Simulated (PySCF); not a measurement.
**Orbital picture of KAl**

B3LYP at R = 3.402 Å; PySCF, no relativity, basis sets K def2-SVPD, Al def2-SVPD. State: ³Π (triplet), unpaired electrons σ ↑, π ↑. Only the outer orbitals are listed, counted within each symmetry.

```json
{"spin": "α", "orbital": "7σ", "occ.": "1", "ε (eV)": "-38.29", "on K (%)": "100", "main shells (%)": "100 K s"}
{"spin": "α", "orbital": "3π", "occ.": "1", "ε (eV)": "-21.05", "on K (%)": "100", "main shells (%)": "100 K p"}
{"spin": "α", "orbital": "3π", "occ.": "1", "ε (eV)": "-21.02", "on K (%)": "100", "main shells (%)": "100 K p"}
{"spin": "α", "orbital": "8σ", "occ.": "1", "ε (eV)": "-21.01", "on K (%)": "100", "main shells (%)": "100 K p"}
{"spin": "α", "orbital": "9σ", "occ.": "1", "ε (eV)": "-7.97", "on K (%)": "3", "main shells (%)": "96 Al s"}
{"spin": "α", "orbital": "10σ", "occ.": "1", "ε (eV)": "-3.31", "on K (%)": "49", "main shells (%)": "50 Al p, 49 K s"}
{"spin": "α", "orbital": "4π", "occ.": "1", "ε (eV)": "-2.90", "on K (%)": "12", "main shells (%)": "88 Al p, 10 K p"}
{"spin": "α", "orbital": "4π", "occ.": "0", "ε (eV)": "-1.57", "on K (%)": "25", "main shells (%)": "75 Al p, 23 K p"}
{"spin": "α", "orbital": "11σ", "occ.": "0", "ε (eV)": "-1.57", "on K (%)": "66", "main shells (%)": "33 K s, 32 K p, 29 Al p"}
{"spin": "α", "orbital": "5π", "occ.": "0", "ε (eV)": "-0.40", "on K (%)": "91", "main shells (%)": "90 K p, 8 Al p"}
{"spin": "β", "orbital": "7σ", "occ.": "1", "ε (eV)": "-38.23", "on K (%)": "100", "main shells (%)": "100 K s"}
{"spin": "β", "orbital": "3π", "occ.": "1", "ε (eV)": "-21.01", "on K (%)": "100", "main shells (%)": "100 K p"}
{"spin": "β", "orbital": "3π", "occ.": "1", "ε (eV)": "-20.98", "on K (%)": "100", "main shells (%)": "100 K p"}
{"spin": "β", "orbital": "8σ", "occ.": "1", "ε (eV)": "-20.96", "on K (%)": "100", "main shells (%)": "100 K p"}
{"spin": "β", "orbital": "9σ", "occ.": "1", "ε (eV)": "-6.98", "on K (%)": "2", "main shells (%)": "97 Al s"}
{"spin": "β", "orbital": "10σ", "occ.": "0", "ε (eV)": "-1.95", "on K (%)": "82", "main shells (%)": "79 K s, 18 Al p"}
{"spin": "β", "orbital": "4π", "occ.": "0", "ε (eV)": "-1.32", "on K (%)": "24", "main shells (%)": "75 Al p, 23 K p"}
{"spin": "β", "orbital": "11σ", "occ.": "0", "ε (eV)": "-0.87", "on K (%)": "45", "main shells (%)": "47 Al p, 36 K p, 8 Al s"}
```

Problem. Which are the highest filled and the lowest empty level, where do they sit, and how wide is the gap?

Solution. Highest filled α 4π at -2.90 eV (in %: 88 Al p, 10 K p); lowest empty β 10σ at -1.95 eV (in %: 79 K s, 18 Al p); the gap at B3LYP is 0.95 eV.

```
bond order (Mayer)                              : 0.77
⟨S²⟩                                            : 2.003
charge on K (Mulliken, basis-dependent)         : 0.35
charge on K (Löwdin, basis-dependent)           : 0.24
dipole moment (positive dipole means K(−)Al(+)) : -5.56 D
polarisability along the bond                   : 411.1 bohr³
polarisability across the bond                  : 196.0 bohr³
```

The state is the lowest determinant that a PBE0 search found; another state may lie lower at other levels.
